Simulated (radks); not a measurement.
Values are calculated unless marked as measured or tabulated.
Trend from Zr2+ to Cd2+: ionisation energy by Delta-SCF between NIST ground configurations, and size. Level of theory: non-relativistic Kohn-Sham, TPSS, spin-polarised, spherical densities, point nucleus; open shells are filled with parallel spins first (spin-orbit coupling, left out, can overturn this in heavy ions); meta-GGA in the generalised Kohn-Sham scheme (a radial shooting solver on a logarithmic mesh with Libxc functionals).

species,configuration,configuration of the ion,IE (eV),NIST (eV),kind,-e(HOMO) (eV),r at 0.001 e/bohr^3 (bohr)
Zr2+,[Kr] 4d2,[Kr] 4d1,23.301,23.170,semi-emp.,18.018 (4d),3.60
Nb2+,[Kr] 4d3,[Kr] 4d2,25.747,25.040,semi-emp.,20.122 (4d),3.58
Mo2+,[Kr] 4d4,[Kr] 4d3,28.083,27.1,semi-emp.,22.127 (4d),3.54
Tc2+,[Kr] 4d5,[Kr] 4d4,30.337,29.550,semi-emp.,24.062 (4d),3.48
Ru2+,[Kr] 4d6,[Kr] 4d5,28.621,28.470,semi-emp.,22.440 (4d),3.44
Rh2+,[Kr] 4d7,[Kr] 4d6,31.132,31.060,semi-emp.,24.628 (4d),3.39
Pd2+,[Kr] 4d8,[Kr] 4d7,33.566,32.930,semi-emp.,26.740 (4d),3.33
Ag2+,[Kr] 4d9,[Kr] 4d8,35.927,34.8,semi-emp.,28.789 (4d),3.27
Cd2+,[Kr] 4d10,[Kr] 4d9,38.228,37.47,exp.,30.789 (4d),3.21

Reference values: NIST Atomic Spectra Database (exp. = measured, semi-emp. = semi-empirical, theory = theoretical value adopted there). Relativity is left out here, which matters for elements this heavy. Open shells are spherical and high-spin; term and fine-structure splittings are not resolved.
